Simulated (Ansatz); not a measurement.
`[BH2][Al]1[SiH2][S]1`. Total charge 0; spin multiplicity 1. All single points use the PBE0-D4/def2-TZVP geometry.

```xyz
8

B    -0.271   -1.627   -1.749
Al   -0.070   -0.288   -0.146
Si    0.332    1.579    1.202
S    -0.378   -0.314    2.021
H    -1.289   -1.703   -2.372
H     0.639   -2.317   -2.103
H     1.664    1.973    1.733
H    -0.627    2.695    1.414
```

Problem. What is the dipole moment at ωB97M-V/def2-TZVPP? (Estimate.)

Solution. Computed: 2.50 D, with components (0.23, -0.36, -2.46) D in this frame, pointing from negative to positive charge.

Problem. And with PBE, r2SCAN, B3LYP? (An estimate is asked.)

Solution. Computed: PBE 1.69 D, r2SCAN 1.93 D, B3LYP 2.18 D.

Problem. Give the Mulliken charges with ωB97M-V, B3LYP, PBE in def2-TZVPP. (Best estimate.)

Solution. Computed: 
```
atom  ωB97M-V  B3LYP    PBE
  B1    -0.14  -0.06  -0.08
 Al2     0.16   0.18   0.21
 Si3     0.10   0.16   0.10
  S4    -0.28  -0.30  -0.24
  H5     0.10   0.07   0.05
  H6     0.10   0.07   0.05
  H7    -0.02  -0.06  -0.04
  H8    -0.02  -0.06  -0.04
```

B3LYP here is the variant with VWN-RPA as its local correlation; programs differ in this.
